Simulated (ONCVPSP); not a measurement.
# Ce (Z = 58), ONCV: configuration errors across variants

ONCVPSP 4.0.1 input, shortened (lines: element, Z, core and valence counts, functional; n l f; lmax; l rc ep ncon nbas qcut; lloc lpopt rc5 dvloc0; l nproj debl; icmod fcfact rcfact), PW91, fully relativistic:

```
  Ce 58.00    9    5  -109134      upf
    1    0    2.00
    2    0    2.00
    2    1    6.00
    3    0    2.00
    3    1    6.00
    3    2   10.00
    4    0    2.00
    4    1    6.00
    4    2   10.00
    4    3    0.50
    5    0    2.00
    5    1    6.00
    5    2    1.50
    6    0    2.00
    3
    0    2.40    0.00    4    9    6.20
    1    1.85    0.00    4    7    3.60
    2    3.55    0.00    3    7    4.10
    3    1.35    0.00    3    8   14.90
    4    3    1.00    0.00
    0    2    2.10
    1    2    1.10
    2    3    3.70
    3    2    1.80
    0    0.00    0.00
```

Open shells are filled in proportion to 2j + 1.

All-electron excitation energies from the reference (eV): (1) 4f1 5s2 5p6 5d1 6s2 -1.764; (2) 4f1 5s2 5p6 5d1 6s1 4.349; (3) 4f1 5s2 5p6 5d1 6s0 15.454; (4) 4f1 5s2 5p6 5d0 6s0 34.692.

1 further variants failed, have other tests or too few solved ones, and are left out.

A true bound ghost makes a file unfit for plane-wave use even where its test errors are small: the radial tests pick states by their node count and pass the ghost by.

Errors AE − PS in meV (a dash: test not solved or not reliable):

```csv
change,(1),(2),(3),(4),bound ghosts,GHOST(+) flags above zero
base,+23,+48,+48,+35,"s, d3/2","p3/2, d5/2, p1/2, d3/2"
f: qcut 9.7,+97,+119,+114,+113,"s, d3/2","p3/2, d5/2, p1/2, d3/2"
f: qcut 12,+57,+81,+79,+71,"s, d3/2","p3/2, d5/2, p1/2, d3/2"
f: qcut 14.2,+30,+55,+55,+43,"s, d3/2","p3/2, d5/2, p1/2, d3/2"
f: qcut 19.8,-5.1,+21,+21,+3.6,"s, d3/2","p3/2, d5/2, p1/2, d3/2"
```

(1) Give the same row for: f: qcut 16.5.

Results:

(1) +14, +40, +40, +25; bound ghosts: s, d3/2; GHOST(+) flags above zero: p3/2, d5/2, p1/2, d3/2.
